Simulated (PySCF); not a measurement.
C₆HF₃N₂.
Atom-mapped SMILES: `[N:1]#[C:2][CH:3]=[C:4]=[C:5]([C:6]#[N:7])[C:8]([F:9])([F:10])[F:11]` (hydrogens: H12 on C3)

Computed by this run: PBE0-D3(BJ)/def2-SVP geometry optimisation, gas phase in PySCF; density fitting, grid level 2; the optimiser is geomeTRIC in internal coordinates, started from a GFN2-xTB structure.

Step 0: E = -17334.1646 eV
```
atom  x, y, z in Å  |  force x, y, z in eV/Å
N1      3.2353    1.4097    1.4806    1.066   1.309   1.091
C2      2.6341    0.6607    0.8606   -0.774  -0.874  -0.743
C3      1.9150   -0.2848    0.0903    0.410   0.061   0.141
C4      0.6596   -0.1305   -0.2010   -0.407  -0.046  -0.060
C5     -0.6083    0.0360   -0.4729   -0.516  -0.159   0.182
C6     -1.0575    0.7149   -1.6354    0.620  -0.676   1.177
N7     -1.4279    1.2566   -2.5711   -0.675   0.954  -1.644
C8     -1.6931   -0.4976    0.4423   -0.768  -0.618   1.023
F9     -2.4523    0.4850    0.9360    0.375  -0.078  -0.369
F10    -2.5088   -1.3432   -0.1971    0.394   0.360  -0.119
F11    -1.1783   -1.1616    1.4833    0.147   0.276  -0.416
H12     2.4786   -1.1476   -0.2441    0.128  -0.509  -0.261
```

Step 1: E = -17334.2356 eV
```
atom  x, y, z in Å  |  force x, y, z in eV/Å
N1      3.3296    1.3598    1.5012    0.002  -0.014   0.000
C2      2.6777    0.6357    0.8745    0.044   0.080   0.048
C3      1.8987   -0.2714    0.0994   -0.023  -0.110  -0.078
C4      0.6320   -0.0809   -0.1782    0.021  -0.019  -0.034
C5     -0.6422    0.0647   -0.4642    0.048  -0.012   0.131
C6     -1.0738    0.7448   -1.6439   -0.053   0.044   0.002
N7     -1.4394    1.3025   -2.5907   -0.004  -0.018  -0.020
C8     -1.7094   -0.5140    0.4652    0.390   0.149  -0.479
F9     -2.5628    0.4304    0.8243   -0.108  -0.028   0.127
F10    -2.3725   -1.4675   -0.1775   -0.139  -0.064   0.147
F11    -1.1380   -1.0296    1.5413   -0.162  -0.068   0.128
H12     2.3964   -1.1769   -0.2802   -0.015   0.061   0.028
```

**Question.** Estimate the geometry and energy of step 2. (The exact step hangs on the optimiser's Hessian estimate; all steps are aligned on step 1, rigid shifts and turns removed.)

**Answer.** E = -17334.2405 eV, largest force 0.173 eV/Å
```
atom  x, y, z in Å  |  force x, y, z in eV/Å
N1      3.3239    1.3688    1.5032    0.000  -0.010  -0.002
C2      2.6793    0.6414    0.8728    0.014   0.017   0.008
C3      1.9096   -0.2732    0.0932   -0.027   0.009  -0.004
C4      0.6416   -0.0882   -0.1827   -0.010  -0.041  -0.004
C5     -0.6335    0.0601   -0.4650   -0.056  -0.071   0.115
C6     -1.0692    0.7444   -1.6420   -0.028   0.030  -0.004
N7     -1.4383    1.3007   -2.5884    0.001  -0.018  -0.002
C8     -1.7077   -0.5131    0.4580   -0.064  -0.065   0.006
F9     -2.5568    0.4318    0.8313   -0.023   0.169  -0.028
F10    -2.3992   -1.4589   -0.1677    0.038  -0.014  -0.111
F11    -1.1687   -1.0440    1.5446    0.150  -0.015   0.022
H12     2.4151   -1.1721   -0.2859    0.006   0.010   0.002
```

The energy changes by -0.0049 eV. The first-order estimate −F·Δx gives -0.0166 eV and the mean of the old and new forces, exact on a quadratic surface, -0.0047 eV. The step makes an angle of 67° with the force vector and moves no atom by more than 0.034 Å.

What follows is the cost of the whole optimisation. Time: 63 s of wall time; peak memory 0.75 GiB. Hardware: one thread of an Arm Neoverse V1, on a shared host.
